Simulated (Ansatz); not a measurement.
The cluster Sn3H4, relaxed as a singlet with RKS PBE-D4/def2-SVP in Ansatz, starting from the GFN1-xTB geometry. Force threshold 0.02 eV/Å.

In the def2 sets Sn takes a core potential; there is no spin–orbit coupling. The structure comes from a short search, and lower isomers may exist.

Start:

Cartesian coordinates in Å:
```
Sn 0.339 -1.749 -0.736
Sn 1.628 0.494 0.755
Sn -1.353 0.461 0.058
H -0.033 1.064 1.424
H -0.930 -0.664 -1.579
H 1.430 1.777 -0.453
H -1.081 -1.383 0.531
```

Problem. Estimate the energy that the relaxation releases and the steps that it takes.

Solution. 23.0 kJ/mol, in 10 steps; 10 s on 4 threads of Arm Neoverse V2 on a shared host. No frequencies were taken in this run, so the end may be a saddle point.

Problem. Does the start keep its bonding?

Solution. Bonds lost: Sn3–H7 (atoms count from 1).

Problem. Predict the relaxed structure.

Solution. 
```csv
atom,x (Å),y (Å),z (Å)
Sn1,0.2394,-1.8868,-0.5680
Sn2,1.7844,0.5402,0.6815
Sn3,-1.1109,0.7395,-0.0625
H4,0.2283,0.9808,1.6796
H5,-0.6861,-0.6793,-1.7062
H6,0.8341,1.7089,-0.4764
H7,-1.2891,-1.4033,0.4521
```
Bond lengths (bridged metal pairs left out): 3 × Sn–Sn 3.00 to 3.14 Å; 4 × H–Sn 1.90 Å.
